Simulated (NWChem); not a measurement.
System: CdSiNH₅; SMILES [NH2][Cd][SiH3]

Excerpt of the output:

```
             Northwest Computational Chemistry Package (NWChem) 7.3.0
             --------------------------------------------------------

 C1  symmetry detected

                             Geometry "geometry" -> ""
                             -------------------------

 Output coordinates in angstroms (scale by  1.889725989 to convert to a.u.)

  No.       Tag          Charge          X              Y              Z
 ---- ---------------- ---------- -------------- -------------- --------------
    1 Cd                  48.0000     0.00191220    -0.33547819    -0.01120102
    2 N                    7.0000    -0.00574101    -2.34765760     0.09861501
    3 H                    1.0000     0.81352835    -2.84330254    -0.24612387
    4 H                    1.0000    -0.82446438    -2.83684926    -0.25650580
    5 Si                  14.0000    -0.00202053     2.15014078     0.01976557
    6 H                    1.0000    -1.25421973     2.69508752     0.63712138
    7 H                    1.0000     0.08989531     2.71725281    -1.36420515
    8 H                    1.0000     1.15194924     2.70239696     0.80033915

 Effective nuclear repulsion energy (a.u.)     313.4874082407

                                 NWChem DFT Module
                                 -----------------

 Summary of "ao basis" -> "ao basis" (spherical)
 ------------------------------------------------------------------------------
       Tag                 Description            Shells   Functions and Types
 ---------------- ------------------------------  ------  ---------------------
 Cd                         def2-svp                11       31   5s3p2d1f
 N                          def2-svp                 6       14   3s2p1d
 H                          def2-svp                 3        5   2s1p
 Si                         def2-svp                 8       18   4s3p1d

            General Information
            -------------------
          SCF calculation type: DFT
          Wavefunction type:  closed shell.
          No. of atoms     :     8
          No. of electrons :    46
           Alpha electrons :    23
            Beta electrons :    23
          Charge           :     0
          Spin multiplicity:     1
          Use of symmetry is: off; symmetry adaption is: off
          Maximum number of iterations: 150
          AO basis - number of functions:    88
                     number of shells:    40
          Convergence on energy requested:  1.00D-06
          Convergence on density requested:  1.00D-05
          Convergence on gradient requested:  5.00D-04

              XC Information
              --------------
                  TPSS hybrid Method XC Functional
                     Hartree-Fock (Exact) Exchange  0.100
                  TPSS metaGGA Exchange Functional  0.900
             TPSS03 metaGGA Correlation Functional  1.000

             Grid Information
             ----------------
          Grid used for XC integration:  medium
          Radial quadrature: Mura-Knowles
          Angular quadrature: Lebedev.
          Tag              B.-S. Rad. Rad. Pts. Rad. Cut. Ang. Pts.
          ---              ---------- --------- --------- ---------
          Cd                  1.55      123          10.0       590
          N                   0.65       49          13.0       434
          H                   0.35       45          13.0       434
          Si                  1.10       88          12.0       590
          Grid pruning is: on
          Number of quadrature shells:   485
          Spatial weights used:  Erf1

      Superposition of Atomic Density Guess
      -------------------------------------

 Sum of atomic energies:        -537.45280699

      Non-variational initial energy
      ------------------------------

 Total energy =    -513.124209
 1-e energy   =   -1080.695275
 2-e energy   =     413.492183
 HOMO         =      -0.295623
 LUMO         =       0.000087

     ---------------------------------------------
      Total Density - Mulliken Population Analysis
     ---------------------------------------------

    Atom       Charge   Shell Charges
 -----------   ------   -------------------------------------------------------
    1 Cd  20    19.29  -0.37  1.63  0.73  0.71  0.39  5.95  0.19  0.08  9.10  0.87  0.00
    2 N    7     8.07   1.99  1.06  0.52  2.62  1.87  0.01
    3 H    1     0.78   0.61  0.13  0.05
    4 H    1     0.78   0.61  0.13  0.05
    5 Si  14    13.88   2.00  1.99  1.02  0.33  5.94  1.12  1.40  0.08
    6 H    1     1.07   0.69  0.37  0.01
    7 H    1     1.07   0.69  0.37  0.01
    8 H    1     1.07   0.69  0.37  0.01

   convergence    iter        energy       DeltaE   RMS-Dens  Diis-err
 ---------------- ----- ----------------- --------- --------- ---------
 d= 0,ls=0.0,diis     1   -514.7065225055 -6.69D+02  2.37D-02  5.23D-01
 d= 0,ls=0.0,diis     2   -514.1618725923  5.45D-01  1.84D-02  4.13D+00
 d= 0,ls=0.0,diis     3   -514.7876561831 -6.26D-01  2.07D-03  1.71D-02
 d= 0,ls=0.0,diis     4   -514.7893772380 -1.72D-03  8.94D-04  6.37D-03
 d= 0,ls=0.0,diis     5   -514.7901435761 -7.66D-04  1.66D-04  2.63D-04
  Resetting Diis
 d= 0,ls=0.0,diis     6   -514.7901697696 -2.62D-05  4.27D-05  1.18D-05
 d= 0,ls=0.0,diis     7   -514.7901714524 -1.68D-06  2.13D-05  1.04D-06
 d= 0,ls=0.0,diis     8   -514.7901713021  1.50D-07  1.31D-05  2.32D-06
 d= 0,ls=0.0,diis     9   -514.7901715659 -2.64D-07  3.47D-06  1.58D-07

         Total DFT energy =     -514.790171565940
      One electron energy =    -1082.506275522540
           Coulomb energy =      458.688011188671
    Exchange-Corr. energy =      -45.050790719535
 Nuclear repulsion energy =      154.078883487463

 Numeric. integr. density =       46.000006585866

                       DFT Final Molecular Orbital Analysis
                       ------------------------------------

 Vector   21  Occ=2.000000D+00  E=-3.230455D-01
              MO Center= -1.3D-03, -1.2D+00,  7.0D-02, r^2= 3.0D+00
   Bfn.  Coefficient  Atom+Function         Bfn.  Coefficient  Atom+Function
  ----- ------------  ---------------      ----- ------------  ---------------
     4      0.486919  1 Cd s                 36     -0.359513  2 N  py
     2     -0.317028  1 Cd s                 19      0.254772  1 Cd d  2
    39      0.212072  2 N  py                34      0.180845  2 N  s
    17      0.148508  1 Cd d  0              46     -0.142310  3 H  s
    51     -0.142232  4 H  s                  1      0.130129  1 Cd s

 Vector   22  Occ=2.000000D+00  E=-2.602129D-01
              MO Center= -2.2D-04,  7.0D-01, -2.1D-02, r^2= 4.3D+00
   Bfn.  Coefficient  Atom+Function         Bfn.  Coefficient  Atom+Function
  ----- ------------  ---------------      ----- ------------  ---------------
     4      0.352945  1 Cd s                 67     -0.296431  5 Si py
    64     -0.282402  5 Si py                34     -0.222757  2 N  s
     2     -0.197748  1 Cd s                 36      0.193845  2 N  py
     7     -0.177979  1 Cd py                10      0.169671  1 Cd py
    61      0.157507  5 Si py                59      0.152310  5 Si s

 Vector   23  Occ=2.000000D+00  E=-2.051173D-01
              MO Center= -5.1D-03, -2.1D+00,  1.3D-01, r^2= 2.0D+00
   Bfn.  Coefficient  Atom+Function         Bfn.  Coefficient  Atom+Function
  ----- ------------  ---------------      ----- ------------  ---------------
    37      0.502214  2 N  pz                40     -0.436939  2 N  pz
    36     -0.186242  2 N  py                39      0.173762  2 N  py
    14     -0.156816  1 Cd pz                16     -0.127881  1 Cd d -1
    33     -0.101682  2 N  s                 67      0.099191  5 Si py
    34     -0.089808  2 N  s                 11     -0.087373  1 Cd pz

 Vector   24  Occ=0.000000D+00  E=-3.811511D-02
              MO Center=  2.2D-02,  1.5D-01, -3.0D-02, r^2= 5.6D+00
   Bfn.  Coefficient  Atom+Function         Bfn.  Coefficient  Atom+Function
  ----- ------------  ---------------      ----- ------------  ---------------
    12      0.745480  1 Cd px                75      0.329976  6 H  s
    66      0.315188  5 Si px                85     -0.305794  8 H  s
     9      0.289115  1 Cd px                 6     -0.237563  1 Cd px
    52      0.125478  4 H  s                 47     -0.121317  3 H  s
    74      0.113332  6 H  s                 84     -0.104750  8 H  s

 Vector   25  Occ=0.000000D+00  E=-2.676312D-02
              MO Center= -3.4D-03,  4.0D-02, -3.7D-01, r^2= 5.7D+00
   Bfn.  Coefficient  Atom+Function         Bfn.  Coefficient  Atom+Function
  ----- ------------  ---------------      ----- ------------  ---------------
    14      0.653979  1 Cd pz                68      0.370237  5 Si pz
     5     -0.360877  1 Cd s                 80      0.357211  7 H  s
    85     -0.256935  8 H  s                 11      0.253123  1 Cd pz
    75     -0.212512  6 H  s                  8     -0.207332  1 Cd pz
    40     -0.203315  2 N  pz                37      0.192600  2 N  pz

 Vector   26  Occ=0.000000D+00  E=-1.607276D-02
              MO Center= -1.6D-02, -1.9D-01,  3.5D-01, r^2= 6.4D+00
   Bfn.  Coefficient  Atom+Function         Bfn.  Coefficient  Atom+Function
  ----- ------------  ---------------      ----- ------------  ---------------
     5      1.043941  1 Cd s                 59     -0.702688  5 Si s
    34     -0.604803  2 N  s                 67      0.501352  5 Si py
    58     -0.315227  5 Si s                 80      0.302280  7 H  s
     4      0.247177  1 Cd s                 14      0.230190  1 Cd pz
    19     -0.226361  1 Cd d  2              47      0.222002  3 H  s

     ---------------------------------------------
      Total Density - Mulliken Population Analysis
     ---------------------------------------------

[...]
```

Level: TPSSh/def2-SVP with def2 effective core potentials on Cd. Geometry: optimised at PBE0/def2-SVP. def2 effective core potentials on Cd; no spin-orbit coupling.

Question: Write an input that gives this output.

Answer: This is not unique; one that fits is the input that was run:
```
start job
memory heap 200 mb stack 900 mb global 1100 mb
geometry units angstroms noautoz
  Cd     0.590199     0.278060    -0.007177
  N      0.869767     2.273740    -0.016513
  H      0.492311     2.807895     0.763177
  H      0.636111     2.779322    -0.868287
  Si     0.411395    -2.201276     0.006902
  H      1.095982    -2.813397    -1.177474
  H     -1.017995    -2.649519    -0.030003
  H      1.030101    -2.800506     1.233301
end
basis spherical
  Cd library def2-svp
  N library def2-svp
  H library def2-svp
  Si library def2-svp
end
ecp
  Cd library def2-ecp
end
dft
  xc xctpssh
  iterations 150
  mulliken
end
task dft energy
```
